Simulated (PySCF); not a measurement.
Gas-phase reaction: SnF2 + SF2 ⇌ SnS + 4 F

Method: PySCF energies plus ideal-gas RRHO corrections (1 bar). † marks an energy on the PBE0/def2-TZVP geometry and frequencies; other levels use their own. Open shells (unrestricted): F (multiplicity 2); the rest are closed-shell singlets. Spin-orbit splitting is ignored; it lowers the true energy and changes the entropy of F. Sn: scalar-relativistic def2 core potential, no spin-orbit coupling.

PBE0/def2-QZVP† gives ΔH°(298 K) = 1229 kJ.

### Question
What do PBE/def2-TZVP†, HF/def2-TZVP†, PBE0/def2-TZVP give?

### Answer
PBE/def2-TZVP†: 1328 kJ; HF/def2-TZVP†: 705 kJ; PBE0/def2-TZVP: 1213 kJ. For scale, ΔH°(298 K) is 1229 kJ at this level, 1265 kJ at ωB97M-V/def2-TZVP†, and runs from 705 to 1599 kJ over the 18 levels computed.
